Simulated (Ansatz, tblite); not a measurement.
Forces on the cluster SnPt4⁻ at its PBE-D4/def2-SVPD geometry. Total charge -1; doublet.

In the def2 sets Pt, Sn take a core potential; there is no spin–orbit coupling. The xTB rows come from tblite. At PBE-D4/def2-TZVPD the charge -1 doublet is spin-contaminated (final ⟨S²⟩ up to 1.64, 0.75 for a pure state). Another isomer (doublet) lies 0.27 eV lower at PBE0-D4/def2-TZVPD; other spin states weren't run for this one.

GFN1-xTB (tblite), largest force 2.26 eV/Å:

```xyz
5
positions Å, forces eV/Å
Pt   -0.627   -0.504    1.260    0.875    0.148   -1.778
Pt    1.115    1.398    0.821   -1.503   -0.859   -0.127
Pt    0.116   -2.328   -0.326   -0.556    1.825    1.206
Pt   -1.288    1.444   -0.358    0.994   -0.906    1.097
Sn    0.685   -0.010   -1.397    0.191   -0.207   -0.398
```

GFN2-xTB (tblite), largest force 0.74 eV/Å:

```
Pt -0.087 -0.172 0.171
Pt 0.410 -0.169 -0.210
Pt 0.064 0.226 -0.123
Pt -0.090 -0.160 -0.455
Sn -0.297 0.275 0.616
```

PBE-D4/def2-TZVPD (Ansatz), largest force 0.47 eV/Å:

```
Pt 0.167 0.088 -0.337
Pt -0.259 -0.209 -0.201
Pt -0.013 0.343 0.039
Pt 0.311 -0.220 0.079
Sn -0.206 -0.001 0.419
```
